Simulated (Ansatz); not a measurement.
Geometry optimisation, UKS PBE/def2-SVP (Ansatz).

Input file:

```yaml
crystal:
  periodic: [false, false, false]
  atoms:
    - { symbol: Sn, position_ang: [-0.03499, -0.025259, -0.155918] }
    - { symbol: Cl, position_ang: [-0.084072, 0.406657, 3.423518] }
    - { symbol: O, position_ang: [1.798122, -0.005348, -1.010447] }
    - { symbol: H, position_ang: [2.264772, -0.836703, -0.786661] }
    - { symbol: O, position_ang: [-0.875692, 1.547505, -1.108953] }
    - { symbol: H, position_ang: [-1.849152, 1.469143, -1.050691] }
    - { symbol: Cl, position_ang: [-1.210861, -2.048924, -0.836371] }
    - { symbol: O, position_ang: [0.192737, -0.38375, 4.850895] }
    - { symbol: H, position_ang: [-0.641665, -0.875122, 5.019426] }
magnetization:
  spin_polarized: true
  initial_magnetization: 1
basis:
  gaussian: { orbitals: def2-SVP }
hamiltonian:
  xc: pbe
relax:
  f_tol: 0.03
  max_steps: 50
```

Launched with:

```bash
$ ansatz run input.yaml --threads 4 --pin off --max-ram 5120MiB --backend cpu --events-out ev --progress --plain --runs-dir out
```

Question: Where does it end, and by what steps?

Answer: It converged. After 29 steps the energy has fallen by 1.746 eV; O8 moved furthest, 2.29 Å. Parted: Cl2–O8 (1.65 → 2.45 Å). Joined: Sn1–Cl2 (3.61 → 2.53 Å), Sn1–O8 (5.02 → 2.21 Å).

```json
{"step": "0", "energy less start (eV)": "0.0000", "largest force component (eV/Å)": "1.704", "accepted": "yes"}
{"step": "2", "energy less start (eV)": "-0.1730", "largest force component (eV/Å)": "1.098", "accepted": "yes"}
{"step": "4", "energy less start (eV)": "-0.4201", "largest force component (eV/Å)": "1.039", "accepted": "yes"}
{"step": "6", "energy less start (eV)": "-0.7682", "largest force component (eV/Å)": "0.188", "accepted": "yes"}
{"step": "8", "energy less start (eV)": "-0.7948", "largest force component (eV/Å)": "0.084", "accepted": "yes"}
{"step": "10", "energy less start (eV)": "-0.8193", "largest force component (eV/Å)": "0.048", "accepted": "yes"}
{"step": "12", "energy less start (eV)": "-0.8257", "largest force component (eV/Å)": "0.043", "accepted": "yes"}
{"step": "14", "energy less start (eV)": "-0.8369", "largest force component (eV/Å)": "0.397", "accepted": "yes"}
{"step": "16", "energy less start (eV)": "-0.8798", "largest force component (eV/Å)": "0.374", "accepted": "yes"}
{"step": "18", "energy less start (eV)": "-0.9588", "largest force component (eV/Å)": "0.566", "accepted": "yes"}
{"step": "20", "energy less start (eV)": "-1.0981", "largest force component (eV/Å)": "0.350", "accepted": "yes"}
{"step": "22", "energy less start (eV)": "-1.3648", "largest force component (eV/Å)": "0.339", "accepted": "yes"}
{"step": "24", "energy less start (eV)": "-1.6893", "largest force component (eV/Å)": "0.670", "accepted": "yes"}
{"step": "26", "energy less start (eV)": "-1.7413", "largest force component (eV/Å)": "0.270", "accepted": "yes"}
{"step": "28", "energy less start (eV)": "-1.7459", "largest force component (eV/Å)": "0.042", "accepted": "yes"}
{"step": "29", "energy less start (eV)": "-1.7462", "largest force component (eV/Å)": "0.016", "accepted": "yes"}
```

```xyz
9
Properties=species:S:1:pos:R:3
Sn -0.094 -0.013 0.611
Cl -0.373 1.572 2.559
O 1.740 -0.334 -0.074
H 2.248 -0.760 0.647
O -0.783 1.215 -0.803
H -1.747 1.067 -0.884
Cl -1.757 -1.728 0.656
O 0.566 -0.689 2.611
H -0.241 -1.082 3.022
```

Whether the end is a true minimum wasn't checked by a vibrational analysis.

The run took 88 s on 4 threads of Arm Neoverse V1 (shared host), peak memory 0.25 GiB.
